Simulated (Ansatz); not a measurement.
## Abstraction of Br: GeH2Br2 + C3H5 → GeH2Br + C3H5Br

Species: GeH2Br2 `[Br][GeH2][Br]`, singlet; C3H5 `[CH2]C=C`, doublet; GeH2Br `[GeH2][Br]`, doublet; C3H5Br `C=CCBr`, singlet. A radical takes Br: the energy is the difference in strength between the Ge–Br bond broken and the C–Br bond made.

Shapes, held fixed at every level: PBE0-D4/def2-TZVP. Flexible molecules stand in one conformer, not always the lowest. Programs: Ansatz 0.2.0. The zero-point and thermal change to 298 K, harmonic and unscaled (PBE0-D4/def2-TZVP), is +4.8 kJ/mol.

| level | kind | ΔH(298 K) (kJ/mol) | CPU time (sum over the molecules) |
| --- | --- | --- | --- |
| HF/def2-SVP | Hartree–Fock | +159.3 | – |
| HF/def2-TZVPP | Hartree–Fock | +155.5 | – |
| PBE-D4/def2-TZVPP | GGA | +102.6 | 20 s |
| B3LYP-D4/def2-TZVPP | global hybrid | +112.0 | 32 s |
| PBE0-D4/def2-TZVPP | global hybrid | +112.5 | 24 s |
| wB97X-V/def2-TZVPP | range-separated hybrid | +114.5 | 63 s |
| B2PLYP/def2-TZVPP | double hybrid | +109.2 | 40 s |

B2PLYP/def2-TZVPP gives ΔH(298 K) = +109.2 kJ/mol; the levels span +102.6 to +159.3. The median of the levels is +112.5. No measured value is set beside it here. Spin contamination: C3H5 (⟨S²⟩ up to 0.95). Open shells run unrestricted unless RO is named. Relativity is left out for Br, Ge unless named. Correlated rows may include outer-core shells of Br, Ge, which these sets cover unevenly. Times are processor times on shared x86 and Arm servers, and rough.
